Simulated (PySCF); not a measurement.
Species: C7H6BN.
InChI=1S/C7H6BN/c9-7-8-5-3-1-2-4-6-8/h1-6H

Level: wB97X-D/def2-SVPD in PySCF, non-relativistic, on one gas-phase PBE0-D3(BJ)/def2-SVP geometry that isn't relaxed in the solvent. The solvent is an IEF-PCM continuum (Bondi radii, 1.10 Å for H, scaled by 1.2), and excitations are vertical TDDFT with non-equilibrium linear response and a frozen core. Only the electrostatic response of the medium enters.

```
run  E − E(gas) (kJ/mol)  HOMO (eV)  HOMO–LUMO gap (eV)  dipole (D)  lowest singlet (eV)  static polarisability (au)
gas                 0.00      -9.34                8.38        6.35                 4.46                       104.5
  P               -28.21      -9.16                8.47        8.19                 4.36                       141.1
  Q               -13.72      -9.24                8.42        7.23                 4.38                       120.3
```

**Question.** The runs were made in cyclohexane and tetrahydrofuran. Which run belongs to which solvent?

**Answer.** P = tetrahydrofuran, Q = cyclohexane. The dielectric constants are 2.017 (cyclohexane), 7.426 (tetrahydrofuran), and the energy falls further as ε rises. The optical constants n² used for the excitations are 2.04, 1.97 in the same order. In this model the ground state sees the solvent through ε alone.

**Question.** How constant is the ratio of the lowering to (ε − 1)/(2ε + 1)?

**Answer.** 
| solvent | (ε − 1)/(2ε + 1) | E − E(gas) (kJ/mol) | ratio (kJ/mol) | polarisation term (kJ/mol) |
| --- | --- | --- | --- | --- |
| cyclohexane | 0.202 | -13.72 | -68.0 | -15.15 |
| tetrahydrofuran | 0.405 | -28.21 | -69.6 | -34.29 |

The ratio changes by +2.4 % in size from cyclohexane to tetrahydrofuran. The polarisation term is half the interaction of the solute with the induced surface charges.

wB97X-D is run here without its empirical dispersion term; that term would change no orbital, density or response property at a fixed geometry.
